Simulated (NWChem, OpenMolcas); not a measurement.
How basis sets differ on CH2F3Si (SMILES [CH2][Si](F)(F)F)

The species is CH2F3Si (7 atoms), meant as a doublet with charge 0. As SMILES, `[CH2][Si](F)(F)F`. The shape is that of a PBE0-D4/def2-TZVP optimisation.

Quantity: the dipole moment, in D. The values are calculated.

```tsv
level	kind	program	value (D)	CPU time
ROHF/ANO-RCC-MB (DKH2)	Hartree–Fock	OpenMolcas	2.74	2.6 s
UHF/STO-3G	Hartree–Fock	OpenMolcas	1.46	1.6 s
ROHF/ANO-RCC-VDZ (DKH2, RICD fitting)	Hartree–Fock	OpenMolcas	3.71	5.1 s
UHF/3-21G	Hartree–Fock	OpenMolcas	3.03	2.2 s
UHF/def2-SVP	Hartree–Fock	NWChem	2.61	9.8 s
```

The values span 1.46 to 3.71 D. Magnitudes only. Sets without polarisation functions give poor dipoles. Times are those of the runs behind each value, whatever else they computed, on shared processors of several kinds: orders of magnitude only.
